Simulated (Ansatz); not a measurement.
Species: chlorosilane, sum formula SiH₃Cl (charge 0, singlet). SMILES: [SiH3]Cl
Geometry: optimised at B3LYP-D3(BJ)/def2-TZVP (Ansatz, an electronic-structure program).

Atomisation energy built up term by term with Ansatz (kcal/mol; UHF references for open shells; valence terms freeze the core; atomic spin-orbit terms are left out). CBS marks a two-point X^-3 extrapolation of the correlation energy; Hartree-Fock from the larger set.

```
term                                            basis  kcal/mol
-----------------------  ----------------------------  --------
Hartree-Fock                              def2-QZVPPD    265.03
CCSD correlation         CBS(def2-TZVPPD,def2-QZVPPD)     72.32
(T)                      CBS(def2-TZVPPD,def2-QZVPPD)      3.26
core correlation                            cc-pwCVTZ     -0.15
scalar relativity (X2C)    cc-pVTZ-DK against cc-pVTZ     -0.92
sum: De                                                   339.5
```

(T) makes 1.0 % of the CCSD(T) atomisation energy; under 5 % is typical of single-reference molecules.
